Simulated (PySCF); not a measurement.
H18CrN6 (cation, charge +3), SMILES [NH3]->[Cr+3](<-[NH3])(<-[NH3])(<-[NH3])(<-[NH3])<-[NH3], quartet at its GFN2-xTB optimised geometry (Å):

```
25

Cr     0.0083    -0.0003     0.0000
N      2.1994    -0.0003     0.0000
H      2.6348     0.8869    -0.2723
H      2.6105    -0.6819    -0.6465
H      2.6316    -0.2216     0.9030
N      0.0088     0.0596     2.1904
H      0.6638     0.7442     2.5826
H      0.2671    -0.8216     2.6464
H     -0.8884     0.3072     2.6199
N     -0.0545     2.1900     0.0000
H      0.8219     2.6510     0.2650
H     -0.7425     2.5813     0.6520
H     -0.2956     2.6153    -0.9013
N      0.0081    -2.1906     0.0611
H     -0.6588    -2.5828     0.7342
H      0.9040    -2.6157     0.3217
H     -0.2373    -2.6510    -0.8213
N      0.0691     0.0017    -2.1904
H      0.7291     0.6815    -2.5825
H     -0.8208     0.2266    -2.6472
H      0.3504    -0.8860    -2.6189
N     -2.1813    -0.0618    -0.0612
H     -2.6348    -0.3183     0.8216
H     -2.5547    -0.7404    -0.7332
H     -2.6310     0.8216    -0.3234
```

Calculation: PySCF with unrestricted PBE0/def2-SVP.

Map of the deformation density (molecule minus spherical neutral atoms) (e/bohr³) on the plane z = 1.0 Å:

```
|5555555555555555555555555555555|
|5555555555555555555555555555555|
|5555555555555555555555555555555|
|5555555555555555555555555555555|
|5555555555555555555555555555555|
|5555555555544344444555555555555|
|5555555555431233333455555555555|
|5555555555420243333445555555555|
|5555555555431453333455555555555|
|5555555555443443334455555555555|
|5555555555544444444555555555555|
|5555555555554444444555555555555|
|5555555444444444444444444555555|
|5555544334444455444443334455555|
|5555543344444455544444543455555|
|5555432465444555554446972345555|
|5555430265444455544446841345555|
|5555431134444444444444422355555|
|5555543334444444444444334455555|
|5555554444544444444554445555555|
|5555555555544444444455555555555|
|5555555555543453234455555555555|
|5555555555431474333345555555555|
|5555555555420154333345555555555|
|5555555555531133333445555555555|
|5555555555543344444455555555555|
|5555555555555455555555555555555|
|5555555555555555555555555555555|
|5555555555555555555555555555555|
|5555555555555555555555555555555|
|5555555555555555555555555555555|
```
Scale: ten equal steps from -0.023 (start of '0') to 0.016 (end of '9'), in the order '0123456789'; x runs from -5.00 to 5.00, y from -5.00 (bottom) to 5.00 (top).
